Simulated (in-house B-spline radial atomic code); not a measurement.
Configurations of Ti7+, with energies counted from [Ne] 3s2 3p3. Level of theory: Dirac-Hartree-Fock, average of configuration, Fermi nucleus of rms radius 3.5921 fm; calculated with an all-electron radial atomic-structure program (B-spline basis). Energies include first-order Breit, QED and recoil terms.

Occupations are held fixed; configurations that lie above the ionisation limit could autoionise.

| configuration | E - E(ref) (eV) | highest orbital | its <r> (bohr) |
| --- | --- | --- | --- |
| [Ne] 3s2 3p2 5d1 | 126.15 | 5d5/2 | 3.801 |
| [Ne] 3s1 3p3 4d1 | 128.77 | 4d5/2 | 2.21 |
| [Ne] 3s2 3p2 6f1 | 140.59 | 6f7/2 | 5.825 |
| [Ne] 3s1 3p3 7d1 | 172.97 | 7d5/2 | 8.09 |
| [Ne] 3s1 3p3 7g1 | 174.46 | 7g9/2 | 7.908 |

(1) Order these further configurations by energy, lowest first.
A. [Ne] 3s2 3p2 6d1
B. [Ne] 3s2 3p2 6s1
C. [Ne] 3s1 3p3 5f1
D. [Ne] 3s1 3p3 3d1
E. [Ne] 3s2 3p2 4f1

Answers

(1) D (66.197 eV), E (109.48 eV), B (133.35 eV), A (138.7 eV), C (156.5 eV).
